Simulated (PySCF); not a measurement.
# Static response to an electric field

C13H12Se.
Geometry (PBE0-D3(BJ)/def2-SVP, Å), atoms numbered from 1 in this order:
```xyz
26
C13H12Se angstrom
C     -3.554    1.317    1.006
C     -2.344    0.577    0.519
C     -1.433    0.017    1.429
C     -0.318   -0.687    0.994
C     -0.069   -0.829   -0.376
Se     1.425   -1.834   -1.014
C      2.833   -0.927   -0.092
C      2.779    0.442    0.189
C      3.849    1.061    0.830
C      4.986    0.330    1.177
C      5.042   -1.032    0.886
C      3.967   -1.664    0.263
C     -0.958   -0.270   -1.294
C     -2.087    0.416   -0.845
H     -4.122    1.756    0.174
H     -4.233    0.647    1.559
H     -3.275    2.132    1.693
H     -1.611    0.127    2.503
H      0.371   -1.127    1.719
H      1.897    1.023   -0.091
H      3.797    2.130    1.051
H      5.825    0.821    1.675
H      5.924   -1.616    1.160
H      4.005   -2.738    0.062
H     -0.763   -0.361   -2.365
H     -2.777    0.848   -1.576
```

Level: B3LYP/def2-SVPD (PySCF), static field, nuclei fixed, core orbitals frozen in the response. The polarisability tensor in these axes (au):

```
x   248.69 -27.24  15.75
y   -27.24 157.82  16.77
z    15.75  16.77 151.85
```

Diagonalise the tensor; give its mean and Δα, where Δα² is half the sum of the squared differences of the eigenvalues.

Principal values 130.24, 170.76 and 257.36 au; mean 186.12 au = 27.58 Å³ = 30.69 × 10⁻⁴⁰ C²·m²/J; Δα = 112.47 au (60 % of the mean).

What is the dipole moment, and where does it point?

(-0.85, 1.31, 1.06) D, 1.89 D in size, pointing from the negative to the positive side. Measured along this direction, the outermost atoms are H24 at the negative end and H17 at the positive end.

Find the Langevin capture rate constant for H3+ (3.023 u) meeting this molecule (248.010 u), k = 2.342 × 10⁻⁹ cm³/s × √(α in Å³ / reduced mass in u).

The reduced mass is 2.99 u, so k = 7.12 × 10⁻⁹ cm³/s. The formula leaves out the permanent dipole, which adds to the capture rate.

Traceless (Buckingham) quadrupole moment about the centre of nuclear charge: eigenvalues?

-8.79, -3.59, 12.38 D·Å. The values depend on the origin, since the dipole doesn't vanish. The electronic extent ⟨r²⟩ about the same centre is 4172 bohr², a root-mean-square distance of 3.07 Å for the 124 electrons.

What depolarisation ratio follows for Rayleigh scattering of linearly polarised light, taking the static tensor?

ρ = 3Δα²/(45ᾱ² + 4Δα²) = 37948.5/(1558837 + 50597.9) = 0.0236.

The structure is a single PBE0-D3(BJ)/def2-SVP conformer in the gas phase; no vibrational or solvent corrections. The calculation is non-relativistic, for selenium too.
